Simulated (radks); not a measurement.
The mean radii <r> (bohr) of the occupied orbitals of an atom or ion are listed with their occupations. All-electron calculation, scalar-relativistic Kohn-Sham, PBE, spin-polarised, spherical densities, finite nucleus; Fermi nuclear charge, rms radius of each element as measured or else 0.836 A^(1/3) + 0.57 fm. Program: a radial shooting solver on a logarithmic mesh with Libxc functionals.

| orbital | occ. | <r> |
|---|---|---|
| 1s up | 1 | 0.02001 |
| 1s down | 1 | 0.02001 |
| 2s up | 1 | 0.08494 |
| 2s down | 1 | 0.08494 |
| 2p up | 3 | 0.07548 |
| 2p down | 3 | 0.07548 |
| 3s up | 1 | 0.2209 |
| 3s down | 1 | 0.2209 |
| 3p up | 3 | 0.2201 |
| 3p down | 3 | 0.2201 |
| 3d up | 5 | 0.1998 |
| 3d down | 5 | 0.1998 |
| 4s up | 1 | 0.4787 |
| 4s down | 1 | 0.4787 |
| 4p up | 3 | 0.5004 |
| 4p down | 3 | 0.5003 |
| 4d up | 5 | 0.5190 |
| 4d down | 5 | 0.5189 |
| 5s up | 1 | 0.9524 |
| 5s down | 1 | 0.9514 |
| 5p up | 3 | 1.020 |
| 5p down | 3 | 1.018 |
| 6s up | 1 | 1.673 |

Name the element and its charge. Open shells, if any, are filled with parallel spins first.

Answer. Z = 69, thulium, charge +14: Tm14+ in [Xe] 6s1. The 1s radius gives Z: for a bare nucleus <r> = (2 gamma + 1)/(2Z) with gamma = sqrt(1 - (Z/c)^2), 0.01977 bohr for Z = 69, and screening makes it slightly larger (0.02001 here). The occupations add up to 55, and the charge is Z minus that.
